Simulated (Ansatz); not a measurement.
**SnSe (SMILES [Se][Sn]): methods side by side**

SnSe: 2 atoms, total charge 0, spin state singlet. SMILES: `[Se][Sn]`. The shape comes from GFN2-xTB, which is rough for such elements, and wasn't checked as a minimum.

```tsv
atom	x (Å)	y (Å)	z (Å)
Se	0.0000	0.0000	0.0000
Sn	0.0000	0.0000	2.3383
```

Quantity: the energy change with the Se1–Sn2 bond stretched from 2.338 to 5.813 Å, in eV. The values are calculated.

```
                        level                    kind  program  value (eV)  less FCI/STO-3G  CPU time (all runs)
      PBE/STO-3G (restricted)                     GGA   Ansatz        8.29            +2.71                 21 s
   revPBE/STO-3G (restricted)                     GGA   Ansatz        8.13            +2.55                 21 s
     PBE0/STO-3G (restricted)           global hybrid   Ansatz        9.50            +3.92                 27 s
CAM-B3LYP/STO-3G (restricted)  range-separated hybrid   Ansatz        9.30            +3.72                 20 s
    wB97X/STO-3G (restricted)  range-separated hybrid   Ansatz        9.23            +3.65                 41 s
  RPA@PBE/STO-3G (restricted)                     RPA   Ansatz        3.67            -1.91                 28 s
      MP2/STO-3G (restricted)     perturbation theory   Ansatz        9.19            +3.61                 12 s
                   FCI/STO-3G      exact in the basis   Ansatz        5.58             0.00                 25 s
```

FCI/STO-3G is exact within its basis and frozen core, so for wave-function methods in that basis the difference is their error; functionals converge differently with the basis, so for them it is only a difference. All-electron rows without a relativistic Hamiltonian named are non-relativistic. The first shape isn't each level's own minimum. The values span 3.67 to 9.50 eV. All rows use very small basis sets, so even the best lies far from the true value. In the correlated wave-function rows the outer d shell of Se, Sn is correlated, in sets not made for it. CPU times are rough (shared hosts, several kinds of processor): they show what a rung costs within a factor of a few.
